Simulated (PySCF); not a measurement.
**Structure elucidation problem**

An unknown has the formula C$_{3}$H$_{5}$FN$_{2}$Si. Its calculated NMR data are:

1H NMR (400 MHz, computed): δ 5.23 (m, 2H), 5.16 (s, 3H).

13C{1H} NMR (computed): δ 161.1 (C), 113.7 (C), 90.6 (CH2).

Theory: NMR shieldings at PBE0/pcSseg-1/GIAO, GFN2-xTB geometry, in PySCF 2.14 (isolated molecule, single conformer, non-relativistic, fast rotation and ring inversion assumed for equivalent nuclei).

Chemical shifts δ = σref − σ; 1H and 13C vs TMS, all at this level.

Q: Which candidate is it?
A. Fc1nccn1[SiH3]
B. N#C/C(CF)=N\[SiH3]
C. N#C[C@@H](F)/C=N/[SiH3]
D. Fc1ccn([SiH3])n1

A: B. 

- Rings plus π bonds: 3 (no ring in the answer).
- 3 carbon signals for 3 carbons: no two carbons are equivalent.
- Carbon types of the structure: 2 × C, 1 × CH2, leaving 3 H on heteroatoms.
- δC 161.1: C=N carbon.
- δC 113.7: nitrile carbon; this is the usual window of a C≡N carbon, which has no attached hydrogen.
- δC 90.6: sp3 CH2 bonded to F; the inductive effect lowers its shielding.
- δH 5.23: hydrogen on an sp3 CH2 bonded to F; its carbon carries F, an electronegative neighbour.
- δH 5.16: hydrogen on a silicon bonded to N.

The others: Fc1nccn1[SiH3] would give 3 signals for carbon-bound and other non-exchanging H, not 2; Fc1ccn([SiH3])n1 would give 3 signals for carbon-bound and other non-exchanging H, not 2; N#C[C@@H](F)/C=N/[SiH3] would give 3 signals for carbon-bound and other non-exchanging H, not 2.

Splittings by 19F in the carbon and heteronuclear signals aren't shown, as no couplings were computed. Shifts are as computed. Against solution values, carbons near 30 ppm lie about +3 ppm off and those near 130 ppm about +5 ppm. Of 1211 compounds with measured shifts, 218 miss one by over three times the rms of a fit or turn the order of signals round; such compounds aren't used in these exercises. No couplings were computed; multiplicities are counted from neighbouring protons, with m where these are inequivalent, close in shift, in a saturated or five-membered ring or joined by F or P, and br s for small geminal =CH2 splittings.
